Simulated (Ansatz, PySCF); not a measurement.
Ansatz (an electronic-structure program) was given this input:
Ansatz 0.2 input:
```yaml
crystal:
  periodic: [false, false, false]
  atoms:
    - {symbol: F, position_ang: [0.97227429, -1.31989934, -0.49748921]}
    - {symbol: Se, position_ang: [-0.00000000, 0.00000000, 0.00000000]}
    - {symbol: F, position_ang: [1.22973411, 1.08914258, -0.48628133]}
    - {symbol: F, position_ang: [-1.22973411, -1.08914258, 0.48628133]}
    - {symbol: F, position_ang: [-0.69092966, 0.08112488, -1.56556125]}
    - {symbol: F, position_ang: [0.69092966, -0.08112488, 1.56556125]}
    - {symbol: F, position_ang: [-0.97227429, 1.31989934, 0.49748921]}
basis:
  gaussian:
    orbitals: STO-3G
hamiltonian:
  xc: cam_b3lyp
accuracy: high
```

**Question.** Give the equivalent PySCF input.

**Answer.** Several could match; the one computed here: 
```python
from pyscf import gto, scf, dft

mol = gto.M(
    atom='''
F     0.972274   -1.319899   -0.497489
Se   -0.000000    0.000000    0.000000
F     1.229734    1.089143   -0.486281
F    -1.229734   -1.089143    0.486281
F    -0.690930    0.081125   -1.565561
F     0.690930   -0.081125    1.565561
F    -0.972274    1.319899    0.497489
''',
    basis='sto-3g',
    charge=0,
    spin=0,
    verbose=4,
)

mf = dft.RKS(mol)
mf.xc = 'camb3lyp'
mf.grids.atom_grid = (99, 590)
mf.grids.prune = None
mf.kernel()
```

Both were run: Ansatz gave -2964.701378 Eh and PySCF -2964.701373 Eh, 0.005 mEh apart.
